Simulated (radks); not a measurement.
Results of a calculation; reference values are marked as such.
Spherical jellium clusters: N electrons in a uniform positive sphere of charge N and radius rs N^(1/3), rs = 2.85 bohr. Level of theory: non-relativistic Kohn-Sham, LDA (Slater exchange, Perdew-Wang correlation), spin-polarised, spherical densities (a radial shooting solver with Libxc functionals). Levels are named by radial order and angular momentum (1s, 1p, 1d, 2s, ...), and open shells are averaged over m.

N = 5, configuration 1s2 1p(up 3, down 0). This is the lowest configuration that the search found. Occupied and some empty levels:

level,occupation,eigenvalue (eV),<r> (bohr)
1s up,1,-6.5281,3.490
1s down,1,-5.5007,3.485
1p up,3,-3.6662,4.604
1p down,0,-2.6668,4.837
2s up,0,-1.0197,7.300
1d up,0,-0.85556,6.334
2s down,0,-0.65242,8.308
1d down,0,-0.21738,7.698

Energy (eV): total -6.08001, kinetic 15.247, external -156.30, Hartree 73.667, exchange-correlation -22.448, background 83.754.

Electron density:

r (bohr),n(r) (e/bohr^3)
0.179,0.01097
0.853,0.01122
1.53,0.01151
2.20,0.01132
2.87,0.01018
3.55,0.008088
4.22,0.005568
4.89,0.003325
5.57,0.001783
6.24,0.0008948
6.92,0.0004305
7.59,0.0002016
8.26,0.00009255
8.94,0.00004198
